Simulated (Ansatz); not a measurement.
A made-up structure of AlH3TeO, closed shell:

```tsv
atom	x (Å)	y (Å)	z (Å)
O1	-0.8949	-0.9269	-0.5795
Al2	1.6310	0.5982	1.5108
Te3	-0.0940	0.5442	-0.3276
H4	-1.5644	-1.0497	-1.2508
H5	-0.4206	1.9205	-1.2525
H6	1.3472	-0.8644	1.8120
```

It is relaxed with PBE-D4/def2-SVP and then PBE0-D4/def2-TZVP (Ansatz 0.2.0). Atoms count as bonded within 1.22 times the sum of their covalent radii (H–H: 0.88 Å). The end point is not checked to be a true minimum.

Task: Does its bonding change? (Judge from chemistry; the calculation decides.)

Result: The calculation gives: No: no bond forms or breaks.

Where it ends: The first stage lowers the energy by 2.94 eV in 24 steps. It ends as AlH₃TeO ([OH][TeH][AlH]):
| atom | x (Å) | y (Å) | z (Å) |
| --- | --- | --- | --- |
| O1 | -1.6553 | -0.8341 | -1.0058 |
| Al2 | 1.9328 | 0.6230 | 1.2624 |
| Te3 | 0.1712 | -0.0218 | -0.7075 |
| H4 | -1.8335 | -0.8197 | -1.9524 |
| H5 | -0.4542 | 1.4757 | -0.3453 |
| H6 | 1.8433 | -0.2012 | 2.6611 |

Labels in which every atom is bracketed show which atoms are joined, not bond orders.

For scale, one of the runs: PBE0-D4/def2-TZVP relaxation, 136 basis functions, launched by `ansatz run in.yaml --threads 2 --pin off --events-out ev --progress --plain --max-ram 4352MiB`. The run took about 37 s on 2 CPU threads of an Arm Neoverse V2 (shared host).
